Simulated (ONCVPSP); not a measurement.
**iridium (Ir): one change to an ONCV potential, before and after**

| Property | Result |
| --- | --- |
| Element | Ir (Z = 77) |
| Generator | ONCVPSP 4.0.1 |
| Type | optimised norm-conserving Vanderbilt (ONCV) |
| Functional | PBE |
| Relativity | scalar-relativistic |
| Frozen core | [Kr] 4d10 4f14 |
| Valence charge | 17 |
| Reference configuration | 5s2 5p6 5d7 6s0.5 (charge +1.5) |
| Partial waves | 5s+6s: rc 1.35 bohr, ncon 4, nbas 8, qcut 8.5 1/bohr, 2 projectors; 5p: rc 1.25 bohr, ncon 5, nbas 8, qcut 6.6 1/bohr, 1 projector; 5d: rc 1.25 bohr, ncon 4, nbas 7, qcut 8.3 1/bohr, local |
| Local potential | the d channel |
| Core correction | none |

Change: s: qcut 4.9.

Cutoffs: the cutoffs (Ha) at which the residual kinetic energy of the hardest occupied pseudo-wave falls to 1 and 0.1 mHa per electron; they do not see the model core or the augmentation charge, which bear on the density cutoff. Errors are all-electron minus pseudo energies relative to the spin-unpolarised reference configuration.

What does the change do?

The potential gets neither clearly harder nor softer (107 Ha and 126 Ha → 107 Ha and 126 Ha); both files keep a bound ghost (p); of the 4 tests that both files solve, the error grows in 0 and shrinks in 1 by more than 15 % and 0.3 meV (median size 4.1 → 4.1 meV); the range in which the s phases agree narrows (upper end at the end of the scan → 2.3).

```csv
quantity,base,changed
"cutoff, loose",107 Ha,107 Ha
"cutoff, tight",126 Ha,126 Ha
loose cutoff by channel,"s 29 Ha, p 107 Ha, d 17 Ha","s 92 Ha, p 107 Ha, d 17 Ha"
bound ghosts,p,p
GHOST(+) flags under 300 eV,none,none
"error for 5s2 5p6 5d7 6s2, meV [ΔE -17.62 eV]",+6.9,+5.3
"error for 5s2 5p6 5d7 6s1, meV [ΔE -7.74 eV]",+2.7,+2.5
"error for 5s2 5p6 5d7 6s0, meV [ΔE 9.72 eV]",-2.7,-3.1
"error for 5s2 5p6 5d7.5 6s1.5, meV [ΔE -17.91 eV]",+5.4,+5.0
s: phases at 1.37 bohr within 0.05 rad from the reference energy up to (Ha; the scan ends near 5),to the end of the scan,2.3
p: phases at 1.27 bohr within 0.05 rad from the reference energy up to (Ha; the scan ends near 5),0.8,0.8
d: phases at 1.27 bohr within 0.05 rad from the reference energy up to (Ha; the scan ends near 5),to the end of the scan,to the end of the scan
```

 A true bound ghost makes a file unfit for plane-wave use even where its test errors are small: the radial tests pick states by their node count and pass the ghost by.
